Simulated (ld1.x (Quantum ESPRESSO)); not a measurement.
aluminium PAW: all-electron and pseudo phase curves

ld1.x (Quantum ESPRESSO) 7.5 input, shortened:

```
&input
   title='Al', zed=13., rel=1, dft='PBE', iswitch=3,
   config='[Ne] 3s2 3p1 3d-2'
 /
 &inputp
   pseudotype=3, lpaw=.true., tm=.true., lloc=-1, rcloc=2.65,
   nlcc=.true., new_core_ps=.true., rcore=2.40,
   which_augfun='PSQ', rmatch_augfun_nc=.true.
 /
5
3S  1  0   2.00   0.00  1.85  2.35  0.0
3S  1  0   0.00   0.35  1.85  2.35  0.0
3P  2  1   1.00   0.00  2.80  3.15  0.0
3P  2  1   0.00   2.80  2.80  3.15  0.0
3D  3  2  -2.00  -0.10  2.60  3.20  0.0
 &test
   configts(1)='3s2 3p1'
 /
```

The phase is arctan(r·u′/u) with u = r·R(r), unwrapped; energies in Ry, scanned from -3 to 5 Ry. A pole is an energy at which the radial function vanishes at the test radius. The pseudo phase is shifted by a multiple of π to meet the all-electron one at the reference energy, and phase errors are pseudo minus all-electron; the curves can meet again beyond the range given. Levels narrower than the energy grid can be missing from the lists of poles.

Task: For each channel, where are the poles, and over which energies does the pseudopotential scatter like the atom?

Result:

```
channel  radius (bohr)  reference energy (Ry)  poles, all-electron  poles, pseudo  unbroken range about the reference energy with phases within 0.05 rad  phase error 1 Ry above the reference energy (rad)
      s           3.50                  -0.57          -0.22, 3.36    -0.22, 3.30                                                              below 4.5                                             -0.000
      p           3.50                  -0.20           0.40, 3.90     0.39, 3.85                                                              below 1.8                                             -0.004
      d           3.50                  -0.10           1.20, 4.26           1.24                                                              below 1.8                                             +0.011
```

Phases in the p channel:

```
E (Ry)  all-electron  pseudo
 -3.00         1.396   1.395
 -2.52         1.377   1.376
 -2.04         1.350   1.350
 -1.56         1.308   1.307
 -1.08         1.225   1.224
 -0.60         0.953   0.952
 -0.12        -0.961  -0.962
  0.36        -1.554  -1.556
  0.84        -1.720  -1.725
  1.32        -1.912  -1.923
  1.80        -2.646  -2.693
  2.28        -4.220  -4.226
  2.76        -4.528  -4.528
  3.24        -4.634  -4.635
  3.72        -4.694  -4.698
  4.20        -4.740  -4.751
  4.68        -4.786  -4.813
```
